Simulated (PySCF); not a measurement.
Input for PySCF: R-B3LYP/6-31G* on BCl, 2S+1 = 1, a spin state set in the input, which need not be the lowest, a point of a bond scan (R = 1.769 Å).

```python
from pyscf import gto, scf, dft, mp
from pyscf.data.elements import chemcore

mol = gto.M(
    atom='''
    B     0.00000000    0.00000000    0.00000000
    Cl    0.00000000    0.00000000    1.76941500
    ''',
    basis='6-31g*',
    cart=True,
    charge=0, spin=0, verbose=3, max_memory=1800)
mf = dft.RKS(mol, xc='b3lyp')
mf.conv_tol = 1e-8
mf.max_cycle = 100
mf.kernel()
if not mf.converged:
    mf = mf.newton().run(mf.mo_coeff, mf.mo_occ)
```

It printed:

```
converged SCF energy = -484.97812414345
```

The calculation finished and met its thresholds.

Cost: roughly 0.5 core-seconds.
